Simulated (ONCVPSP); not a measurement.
**What the settings do to the ONCV potential of Pb (Z = 82)**

Base potential:

- Element: Pb (Z = 82)
- Generator: ONCVPSP 4.0.1
- Type: optimised norm-conserving Vanderbilt (ONCV)
- Functional: LDA (Perdew-Zunger)
- Relativity: scalar-relativistic
- Frozen core: [Kr] 4d10 4f14
- Valence charge: 22
- Reference configuration: 5s2 5p6 5d10 6s1.5 6p2.5
- Partial waves: 5s+6s: rc 1.40 bohr, ncon 4, nbas 7, qcut 7.6 1/bohr, 2 projectors; 5p+6p: rc 1.50 bohr, ncon 3, nbas 7, qcut 9.1 1/bohr, 3 projectors, debl 1.4 Ha; 5d: rc 1.30 bohr, ncon 5, nbas 9, qcut 6.2 1/bohr, 1 projector
- Local potential: polynomial inside 0.90 bohr (lpopt 5, dvloc0 3 Ha)
- Core correction: Teter function, parameters optimised by the program

All-electron outer shells of the reference configuration (LDA (Perdew-Zunger), scalar-relativistic, ld1.x):

```csv
shell,level (eV),outermost node (bohr),outermost maximum (bohr)
4d,-402.88,0.19,0.39
5s,-145.35,0.45,0.78
4f,-134.19,–,0.35
5p,-86.87,0.49,0.88
5d,-22.15,0.52,1.07
6s,-12.90,1.01,1.95
6p,-4.07,1.18,2.60
```

Cutoffs, loose and tight: the cutoffs (Ha) at which the residual kinetic energy of the hardest occupied pseudo-wave falls to 1 and 0.1 mHa per electron. They do not see the model core or the augmentation charge, which bear on the density cutoff. Test errors are all-electron minus pseudo excitation energies from the reference, over the configurations 5s2 5p6 5d10 6s2 6p2; 5s2 5p6 5d10 6s2 6p1; 5s2 5p6 5d10 6s2 6p0; 5s2 5p6 5d9 6s2 6p3. A dash means not determined; rows that change the core or the reference have their own tests.

| change | outcome | cutoff, loose | cutoff, tight | bound ghosts | GHOST(+) flags above zero | largest test error (meV) |
| --- | --- | --- | --- | --- | --- | --- |
| base | generated | 35 Ha | 75 Ha | none | s, p | -8.4 |
| s: qcut 5; p: qcut 6; d: qcut 4.1 | generated | 133 Ha | 166 Ha | none | s, p | -8.5 |
| s: qcut 5.9; p: qcut 7.1; d: qcut 4.8 | generated | 118 Ha | 161 Ha | none | s, p | -8.5 |
| s: qcut 6.6; p: qcut 7.9; d: qcut 5.4 | generated | 71 Ha | 150 Ha | none | s | -8.5 |
| s: qcut 7.4; p: qcut 8.8; d: qcut 6 | generated | 38 Ha | 110 Ha | none | s, p | -8.4 |
| s: qcut 8.4; p: qcut 10; d: qcut 6.8 | generated | 30 Ha | 45 Ha | none | s, p | -8.4 |
| s: qcut 9; p: qcut 10.8; d: qcut 7.4 | generated | 36 Ha | 64 Ha | none | s, p | -8.3 |
| s: qcut 10.1; p: qcut 12.1; d: qcut 8.3 | generated | 44 Ha | 69 Ha | none | s | -8.3 |
| s: qcut 11; p: qcut 13.2; d: qcut 9 | generated | 46 Ha | 54 Ha | none | s, p | -8.2 |
